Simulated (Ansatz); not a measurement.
Diatomic BeO, closed-shell singlet (the spin of the measured ground state).

Constants: fifth-degree fit in 1/R to seven points, most abundant isotopes. In def2 and cc sets the state is the lowest found near the PBE0 minimum, followed along R. The singlet is held restricted. HF and MP2 rows in def2 and cc sets belong to the determinant that coupled cluster picked by its CCSD energy.

Correlated levels freeze the inner cores; with def2 sets outer-core shells near the valence are correlated too. CBS(a, b) extrapolates the correlation energy as X⁻³ and adds the Hartree–Fock energy of set b.

Programs: Ansatz (a first-principles code). Each number belongs to the level named beside it.

D_e counts from each atom's lowest state at the same level, without counterpoise or zero-point energy.

| level | r_e (Å) | ω_e (cm⁻¹) | ω_e x_e (cm⁻¹) | D_e (eV) | dipole (D) |
|---|---|---|---|---|---|
| SVWN5/def2-TZVPP | 1.334 | 1496 | 9.8 | 6.08 | 5.83 |
| MP2/def2-TZVPP | 1.355 | 1388 | 13 | - | - |
| MP2/CBS(aug-cc-pVQZ, aug-cc-pV5Z) | 1.349 | 1412 | 12 | - | - |
| SCS-MP2/aug-cc-pV5Z | 1.343 | 1441 | 13 | - | - |
| CCSD/aug-cc-pVTZ | 1.330 | 1549 | 11 | 3.98 | - |
| CCSD/def2-QZVPP | 1.323 | ? | 11 | 4.08 | - |
| CCSD/aug-cc-pV5Z | 1.322 | 1569 | 11 | 4.18 | - |
| CCSD(T)/CBS(aug-cc-pVQZ, aug-cc-pV5Z) | ? | ? | 12 | 4.59 | - |

Question: Some entries are withheld; supply them.

Answer: 
- CCSD(T)/CBS(aug-cc-pVQZ, aug-cc-pV5Z), r_e (Å): 1.336
- CCSD(T)/CBS(aug-cc-pVQZ, aug-cc-pV5Z), ω_e (cm⁻¹): 1479
- CCSD/def2-QZVPP, ω_e (cm⁻¹): 1562

Measured for the ground state: r_e 1.3309 Å, ω_e 1487.3 cm-1, ω_e x_e 11.83 cm-1, B_e 1.651 cm-1, α_e 0.019 cm-1 [Huber and Herzberg (1979), NIST Chemistry WebBook].
